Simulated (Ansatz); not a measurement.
The molecule GaF, closed-shell singlet (the spin of the measured ground state). No spin–orbit coupling. Ga is treated without relativity.

The constants come from a fifth-degree fit in 1/R (seven points, main isotopes). In def2 and cc sets the state is the lowest found near the PBE0 minimum, followed along R. The singlet is held restricted. HF and MP2 rows in def2 and cc sets belong to the determinant that coupled cluster picked by its CCSD energy.

Correlated levels freeze the inner cores; with def2 sets outer-core shells near the valence are correlated too.

The values were computed with Ansatz (a quantum-chemistry and plane-wave program) with Gaussian orbitals. Each number belongs to the level named beside it.

Energies at SCS-MP2/def2-TZVPP:

```json
[
 {"R (Å)": "1.661473", "E (hartree)": "-2023.21369830"},
 {"R (Å)": "1.706136", "E (hartree)": "-2023.21842559"},
 {"R (Å)": "1.747226", "E (hartree)": "-2023.22063486"},
 {"R (Å)": "1.793676", "E (hartree)": "-2023.22117745"},
 {"R (Å)": "1.840126", "E (hartree)": "-2023.22008735"},
 {"R (Å)": "1.893722", "E (hartree)": "-2023.21727517"},
 {"R (Å)": "1.956250", "E (hartree)": "-2023.21243882"}
]
```

With a reduced mass of 14.8933 u, find the minimum, the force constant and the constants.

A fifth-degree polynomial in 1/R puts the minimum at r_e = 1.7841 Å with force constant 346 N/m. Then ω_e = (1/2πc)√(k/μ) = 628 cm⁻¹ and B_e = h/(8π²cμr_e²) = 0.3556 cm⁻¹; the cubic and quartic terms give α_e = 0.0027 and ω_e x_e = 3.0 cm⁻¹.
